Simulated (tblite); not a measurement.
Compound: C₈H₉ (doublet state).
Cartesian coordinates in Å at the GFN2-xTB level; atoms count from 1:
```
atom  x, y, z in Å
C1    -2.3866    2.1639    0.0242
C2    -1.8011    1.1643   -0.2857
C3    -1.0773   -0.0349   -0.5875
C4    -1.6678   -1.3329   -0.0957
C5    -0.6625   -1.6185    0.7199
C6     0.1387   -0.3686    0.4277
C7     1.4558   -0.5204   -0.1647
C8     2.5154    0.5054   -0.0500
H9    -2.9097    3.0397    0.2678
H10   -0.7616   -0.0478   -1.6327
H11   -2.5983   -1.8078   -0.3477
H12   -0.4356   -2.4421    1.3723
H13    0.1447    0.3519    1.2492
H14    1.6288   -1.3571   -0.8233
H15    2.2241    1.2936    0.6408
H16    2.7332    0.9611   -1.0222
H17    3.4529    0.0621    0.2978
```

Method: GFN2-xTB as coded in tblite; computed harmonic values from a numerical Hessian at the method's own geometry, unscaled. This tight-binding method is rough: wavenumbers can miss measured ones by several per cent, in bad cases by 10 to 20. One conformer, not necessarily the lowest. Open shells enter through the occupations alone, without spin polarisation, and single modes of such species can be off by tens of per cent.

Harmonic wavenumbers (cm⁻¹): 49.1, 62.7, 92.8, 146.5, 204.7, 279.5, 337.5, 395.9, 430.5, 525.1, 543.1, 636.6, 653.7, 740.2, 803.9, 824.2, 841.3, 934.9, 967.4, 988.3, 1018.3, 1049.3, 1080.5, 1114.6, 1126.9, 1145.5, 1192.8, 1215.4, 1245.3, 1267.2, 1373.8, 1399.2, 1461.2, 1486.7, 1664.9, 2266.0, 2904.0, 2939.8, 2947.4, 2948.5, 3032.1, 3090.3, 3110.2, 3130.2, 3395.6.

A = 3026, B = 1564, C = 1125 MHz; mass 105.070 u (most abundant isotopes); point group C1, symmetry number 1; spin multiplicity 2.

Problem. Zero-point energy?

Solution. ½Σν̃ = 29532 cm⁻¹ = 84.44 kcal/mol.

Problem. Entropy at 298.15 K, 1 bar (ideal gas, RRHO, classical rotation)?

Solution. Translation 39.89, rotation 28.49, vibration 25.91, spin (R ln 2) 1.38: S = 95.7 cal/(mol K).

Problem. And Cp and H(298.15 K) − H(0)?

Solution. Cp = 34.80 cal/(mol K), of which vibrations give 26.85 (their classical limit is 45 R = 89.4); H(298.15 K) − H(0) = 6.37 kcal/mol without the zero-point energy, 4.00 from vibrations.

Problem. Blend soft modes into free rotors: weight 1/[1 + (100 cm⁻¹/ν̃)⁴] for the oscillator and the rest for a rotor with moment μB/(μ + B), μ = h/(8π²ν), B = 10⁻⁴⁴ kg m². What vibrational entropy results?

Solution. 23.37 cal/(mol K) in place of 25.91, which changes −T·S at 298.15 K by +0.76 kcal/mol.

Problem. How do the functions run with temperature in this model?

Solution. 
| T (K) | S (cal/(mol K)) | Cp (cal/(mol K)) | H − H(0) (kcal/mol) | G − H(0) (kcal/mol) | ln q(vib) |
| --- | --- | --- | --- | --- | --- |
| 50 | 58.8 | 13.1 | 0.51 | -2.44 | 0.55 |
| 100 | 69.2 | 17.3 | 1.27 | -5.66 | 1.72 |
| 373.15 | 104.2 | 41.6 | 9.24 | -29.65 | 7.99 |
| 500 | 117.8 | 51.4 | 15.17 | -43.75 | 10.86 |
| 750 | 141.4 | 64.8 | 29.82 | -76.24 | 16.36 |
| 1000 | 161.3 | 73.4 | 47.16 | -114.15 | 21.50 |

q(vib) and H(0) count from the zero-point level.

Problem. What must be added to the electronic energy to get the Gibbs energy at 298.15 K and 1 bar?

Solution. ZPE + [H(298.15 K) − H(0)] − T·S = 84.44 + 6.37 − 28.53 = 62.28 kcal/mol.

Problem. Which modes carry the vibrational entropy at 298.15 K?

Solution. 49.1 cm⁻¹: 4.85; 62.7 cm⁻¹: 4.37; 92.8 cm⁻¹: 3.60; 146.5 cm⁻¹: 2.72; 204.7 cm⁻¹: 2.09; 279.5 cm⁻¹: 1.54 cal/(mol K); the other 39 give 6.74 together.

Hindered rotation and anharmonicity are outside this model. Other conformers, if any are populated, would add a mixing term that is left out. The structure is chiral; the term R ln 2 for an equal mix with its mirror image is left out.
